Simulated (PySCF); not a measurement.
SiHCl₃, SMILES Cl[SiH](Cl)Cl. Geometry optimised at PBE-D3(BJ)/def2-SVP. The isomer is the one that the SMILES or the coordinates give; other isomers of the formula were not compared.

Computed equilibrium geometry at PBE-D3(BJ)/def2-SVP (PySCF confirms it by a frequency run) as bond lengths and angles, and its point group:
point group C3v.
Atoms: Si1 Cl2 Cl3 Cl4 H5. Bond lengths (Å): Si1–Cl2 2.060, Si1–Cl3 2.060, Si1–Cl4 2.060, Si1–H5 1.488. Bond angles (°): Cl2–Si1–Cl3 109.3, Cl2–Si1–Cl4 109.3, Cl2–Si1–H5 109.6, Cl3–Si1–Cl4 109.3, Cl3–Si1–H5 109.6, Cl4–Si1–H5 109.6.
Charge 0, spin multiplicity 1.
